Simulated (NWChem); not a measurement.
# PbNH3, singlet; SMILES [NH2][PbH]

```xyz
5

Pb     0.0580    -0.2284     0.0000
H     -1.8031    -0.2991     0.0000
N     -0.0067     1.8987     0.0000
H     -0.8534     2.4586     0.0000
H      0.8203     2.4880     0.0000
```
Atoms are numbered in this order, from 1.

Level: PBE0/def2-SVP with def2 effective core potentials on Pb (NWChem), optimised geometry, unscaled harmonic frequencies. Low-valent species are run as closed-shell singlets; no triplet was tried in these runs. def2 effective core potentials on Pb; no spin-orbit coupling.

List the harmonic frequencies with IR intensities, and the thermochemistry.


```csv
frequency (cm⁻¹),IR intensity (km/mol)
347,235.7
491,18.5
558,63.3
573,12.0
698,46.5
1502,2.3
1584,605.2
3584,17.9
3706,23.3
```

```
Item                                                                                Value
-----------------------------------------------------------------------  ----------------
zero-point energy                                                           18.6 kcal/mol
thermal correction to the enthalpy at 298.15 K (with zero-point energy)     21.7 kcal/mol
heat capacity Cv                                                         12.0 cal/(mol K)
entropy at 298.15 K and 1 atm (symmetry number 1)                        67.1 cal/(mol K)
```

Rigid rotor and harmonic oscillator.
